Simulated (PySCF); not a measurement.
**Mg⁺ (magnesium, charge +1) across methods**

[Ne] 3s1, 2S determinant. Calculation: PySCF 2.14, in aug-cc-pCVTZ-DK with one added diffuse shell each of s, p, d, f type (9s8p6d4f, 91 functions); the spin-free X2C one-electron Hamiltonian (Gaussian nucleus). The B2PLYP total includes its PT2 part (frozen core); its orbital energies are those of the SCF part.

```tsv
method	E (hartree)	mean ε 2p α (eV)	mean ε 2p β (eV)	mean ε 3s α (eV)	Σ⟨r²⟩ (bohr²)	⟨S²⟩
B2PLYP	-199.9940	-63.930	-63.772	-13.482	13.69	0.750
PBE0	-200.0005	-59.730	-59.561	-12.723	13.71	0.750
TPSS	-200.1209	-56.024	-55.870	-11.857	13.75	0.750
wB97X	-200.0955	-61.839	-61.767	-14.548	13.82	0.750
r2SCAN	-200.0792	-57.063	-56.935	-12.073	13.69	0.750
PBE	-199.9827	-55.631	-55.459	-11.914	13.69	0.750
PBEsol	-199.5454	-55.520	-55.362	-11.882	13.68	0.750
UHF	-199.67647	-70.884	-70.714	-14.759	13.98	0.750
LDA	-199.1562	-55.721	-55.564	-12.000	13.59	0.750
```
